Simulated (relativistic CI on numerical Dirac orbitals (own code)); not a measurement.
**Nb4+: 4s photoemission**

Computed with this model: Dirac-Coulomb-Breit CI, KLI orbitals optimised for each configuration, a model potential for QED, multiplet model of photoemission in the sudden approximation, unscaled Slater integrals; configurations [Kr] 4d → [Ar] 3d10 4s 4p6 4d; 80 K; Lorentzian 1.4 eV and Gaussian 0.6 eV FWHM. Energies are those of the free ion, without screening or charge transfer. The energies are binding energies and can lie tens of eV above those of solids. Without intra-shell correlation the exchange splitting of an s hole comes out too large, often by half or more. S is read from ⟨S²⟩ = S(S + 1).

Computed curve for free ion, scaled to 100 at the maximum (points under 2 are left out and the grid is thinned):

```tsv
Energy (eV)	Intensity
110.4	2.0
110.8	2.3
111.0	2.5
111.4	2.9
111.8	3.5
112.0	3.9
112.4	4.8
112.6	5.3
113.0	6.8
113.4	9.0
113.6	10.5
114.0	15.0
114.4	22.8
114.6	28.8
115.0	48.4
115.4	78.5
115.6	92.6
116.0	97.7
116.4	71.7
116.6	56.6
117.0	35.0
117.2	28.4
117.6	21.1
118.0	19.0
118.2	19.7
118.6	24.6
119.0	31.9
119.2	33.8
119.6	29.3
120.0	19.5
120.2	15.4
120.6	9.9
121.0	6.8
121.2	5.8
121.6	4.4
121.8	3.9
122.2	3.1
122.6	2.6
122.8	2.4
123.2	2.0
```

The ground state has S = 0.50, and the centroid lies at 116.63 eV.
